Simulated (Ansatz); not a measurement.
`CBNC` + `CC[SiH3]` → `CB[SiH2]CC` + CH₃NH₂  (formal exchange of groups at a B–N bond)

Computed with Ansatz on PBE0-D4/def2-TZVP structures; ΔE is electronic, products minus reactants. CCSD(T)/CBS is the MP2 limit (def2-TZVPP, def2-QZVPP) plus CCSD(T) − MP2 in def2-TZVPP, frozen cores. DFT in def2-TZVPP. B3LYP here is the variant with VWN-RPA as its local correlation; programs differ in this. One conformer a species, not always the lowest.

```tsv
level	ΔE (eV)
PBE0-D4	1.77
ωB97X-V	1.80
B2PLYP	1.89
PBE	1.79
B3LYP	1.89
CCSD(T)/def2-TZVPP	1.84
HF/CBS(def2)	1.87
CCSD/CBS(def2)	1.81
```

**Question.** What does CCSD(T)/CBS give? (An estimate is asked.)

**Answer.** Ansatz gave: +1.81 eV. The listed levels differ from it by -0.04, -0.01, 0.08, -0.02, 0.08, 0.03, 0.06, 0.00 eV.

Largest T1 diagnostic among the species: 0.011.

The D4 term adds −0.04 eV with B3LYP and −0.03 eV with PBE0; it sums over pairs of atoms, weighted by their polarisabilities, and B3LYP, whose exchange is more repulsive, gets the larger term.
